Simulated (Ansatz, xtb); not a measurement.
## C3H2BrNO: which of two isomers lies lower

Structure I is `Brc1ncco1`, a singlet and structure II is `Brc1cnco1`, a singlet. Both are isolated molecules in the gas phase, relaxed with PBE-D3(BJ)/def2-SVP.

Q: Estimate E(II) − E(I) at the level CCSD(T)/def2-SVP + ΔMP2/def2-TZVPP.

A: CCSD(T)/def2-SVP + ΔMP2/def2-TZVPP gives E(II) − E(I) = −0.16 kcal/mol, slightly favouring structure II, which is too small a margin to settle the true order.

How the difference moves with the method:

```csv
level,geometry,E(II) − E(I) (kcal/mol),departure from the last row (kcal/mol),"job, with rough time for the two"
GFN2-xTB,GFN2-xTB,+1.06,+1.22,"optimisation, 0.092 s"
HF/STO-3G,GFN2-xTB,+0.81,+0.97,"single point, 0.36 s"
r2SCAN-D4/def2-SVP,GFN2-xTB,+0.10,+0.27,"single point, 2.1 s"
PBE-D3(BJ)/def2-SVP,PBE-D3(BJ)/def2-SVP,−0.09,+0.08,"optimisation, 12 s"
HF/def2-SVP,PBE-D3(BJ)/def2-SVP,−0.07,+0.09,part of the CCSD(T) run
MP2/def2-SVP,PBE-D3(BJ)/def2-SVP,−0.18,−0.02,part of the CCSD(T) run
CCSD(T)/def2-SVP,PBE-D3(BJ)/def2-SVP,−0.23,−0.06,single point
CCSD(T)/def2-SVP + ΔMP2/def2-TZVPP,PBE-D3(BJ)/def2-SVP,−0.16,,"single point, 31 s"
```

As drawn, both hold the same kinds of bond in the same numbers.

The largest departure from CCSD(T)/def2-SVP + ΔMP2/def2-TZVPP is that of GFN2-xTB, 1.22 kcal/mol. The last row adds to CCSD(T) the change of the MP2 difference between the two basis sets, here +0.06 kcal/mol.

With thermal terms from frequencies at re-optimised GFN2-xTB minima (ideal gas, soft modes damped towards free rotors, one conformer each, 298.15 K, 1 atm): on the last row, ΔE + ΔZPE = −0.14, ΔH = −0.13, ΔG = −0.19 kcal/mol.

The correlated steps freeze 14 core orbitals; the filled d shell of Br is correlated, in a basis made for valence electrons. Run with Ansatz 0.2.0, xtb 6.7.1; the last row on 2 threads of Intel(R) Xeon(R) 6975P-C (Granite Rapids) on a shared host.
